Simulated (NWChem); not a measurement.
Molecule: BGeH$_{5}$; SMILES [BH2][GeH3]

Program: NWChem. The geometry was optimised at PBE0/def2-SVP. Level B3LYP/def2-SVP: energy and gradient on several grids; changes count from the extra-fine grid, which is no exact limit either.

Which is the coarsest grid (fine; coarse; medium; xcoarse; xfine) from which on the energy stays within 100 μHa and each gradient component within 200 μHa/bohr of xfine?

medium.
```json
[
 {"grid": "xcoarse", "size of the energy change (μHa)": "100", "largest change of a gradient component (μHa/bohr)": "10000", "time, medium = 1 (rough)": "about 1"},
 {"grid": "coarse", "size of the energy change (μHa)": "100", "largest change of a gradient component (μHa/bohr)": "700", "time, medium = 1 (rough)": "about 1"},
 {"grid": "medium", "size of the energy change (μHa)": "30", "largest change of a gradient component (μHa/bohr)": "60", "time, medium = 1 (rough)": "about 1"},
 {"grid": "fine", "size of the energy change (μHa)": "< 10", "largest change of a gradient component (μHa/bohr)": "< 30", "time, medium = 1 (rough)": "about 1"},
 {"grid": "xfine", "size of the energy change (μHa)": "< 10", "largest change of a gradient component (μHa/bohr)": "< 30", "time, medium = 1 (rough)": "2"}
]
```
